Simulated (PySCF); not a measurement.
## Electron correlation in Mn (manganese, neutral)

Starting occupation: [Ar] 3d7, 3d3/2 with m_j = +1/2, +3/2, 3d5/2 with m_j = -3/2, -1/2, +1/2, +3/2, +5/2. All numbers are calculated (PySCF 2.14, X2C-1e with screened-nucleus spin-orbit coupling, Gaussian nucleus, in x2c-TZVPall-2c with one added diffuse shell each of s, p, d type (7s8p5d1f, 63 functions)). Frozen: [Ne]; 15 electrons correlated; the 6 highest virtual spinors left out.

MP2 pair energies summed by pair of shells (mhartree):

```csv
pair,energy,share (%)
3d-3d,-184.62,38.4
3d-3p,-169.04,35.2
3p-3p,-69.24,14.4
3d-3s,-28.59,6.0
3p-3s,-25.29,5.3
3s-3s,-3.62,0.8
```

Total MP2 correlation energy: -480.41 mhartree.

The GHF reference relaxed away from the jj start to a determinant that is no pure jj level (⟨S²⟩ = 4.32, ⟨J²⟩ = 25.34); the energies belong to that determinant.

This basis was not built for core-valence correlation, so the inner-shell part is incomplete.
